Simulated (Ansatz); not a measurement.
One change: `B[Si](C)(C)F` becomes `B[Si](C)(F)Cl`.

Ansatz, PBE0-D4/def2-TZVP geometries, multiplicity 1. 

```tsv
property	`B[Si](C)(C)F`
HOMO–LUMO gap (B3LYP/def2-TZVPP) / eV	5.10
HOMO energy (PBE/def2-TZVPP) / eV	-6.59
LUMO energy (B3LYP/def2-TZVPP) / eV	-2.59
HOMO–LUMO gap (ωB97M-V/def2-TZVPP) / eV	9.61
size of the dipole moment (ωB97M-V/def2-TZVPP) / D	1.69
HOMO energy (ωB97M-V/def2-TZVPP) / eV	-10.05
```

(1) What does the change do to each property? (Estimate.)

## Answers

(1) Computed: 
```csv
property,`B[Si](C)(F)Cl`,shift
HOMO–LUMO gap (B3LYP/def2-TZVPP) / eV,5.19,0.09
HOMO energy (PBE/def2-TZVPP) / eV,-6.96,-0.37
LUMO energy (B3LYP/def2-TZVPP) / eV,-2.85,-0.26
HOMO–LUMO gap (ωB97M-V/def2-TZVPP) / eV,9.71,0.10
size of the dipole moment (ωB97M-V/def2-TZVPP) / D,2.19,0.50
HOMO energy (ωB97M-V/def2-TZVPP) / eV,-10.40,-0.35
```

With PBE0 the HOMO falls by 0.37 eV and the LUMO falls by 0.28 eV, so the gap widens by about 0.09 eV. PBE moves the HOMO by -0.37 eV and ωB97M-V by -0.35 eV. Dipoles are sizes alone; their direction can turn.

B3LYP here is the variant with VWN-RPA as its local correlation; programs differ in this.
